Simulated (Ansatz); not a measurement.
Calculated with Ansatz (gas phase, PBE0-D4/def2-TZVP geometries, no zero-point term in ΔE). CCSD(T)/CBS adds triple-zeta CCSD(T) − MP2 to the extrapolated MP2 energy (def2 sets, frozen cores). This one scheme is used for every species. DFT in def2-TZVPP. def2 core potentials past Kr. For Zr outer-core shells are correlated without core-valence functions, which leaves a few kJ/mol of doubt a bond. Each species was taken in one conformer, which may not be the lowest.

Reaction (ligand exchange at a Zr–F bond): `C#[C][Zr]([OH])([OH])[F]` + HCl → `C#[C][Zr]([OH])([OH])[Cl]` + H–F

| level | ΔE (kJ/mol) |
| --- | --- |
| CAM-B3LYP-D4 | 22.6 |
| LC-ωPBE | 26.4 |

Task: What does CCSD(T)/CBS give? (An estimate is asked.)

Result: Computed: +8.4 kJ/mol. The listed levels differ from it by 14.2, 18.0 kJ/mol.

Largest T1 diagnostic among the species: 0.017.

From BLYP to BHLYP (50 % exact exchange), in def2-TZVPP and without D4, ΔE moves by −10.4 kJ/mol. Leaving LDA and LC-ωPBE aside and taking each functional with its dispersion term where it has one, the values, not all of them listed here, spread over 15.1 kJ/mol, from PBE-QIDH to CAM-B3LYP-D4. LDA lies −3.1 kJ/mol from PBE without D4. The D4 term adds −5.2 kJ/mol with B3LYP and −3.0 kJ/mol with PBE0; it sums over pairs of atoms, weighted by their polarisabilities, and B3LYP, whose exchange is more repulsive, gets the larger term.

B3LYP here is the variant with VWN-RPA as its local correlation; programs differ in this.
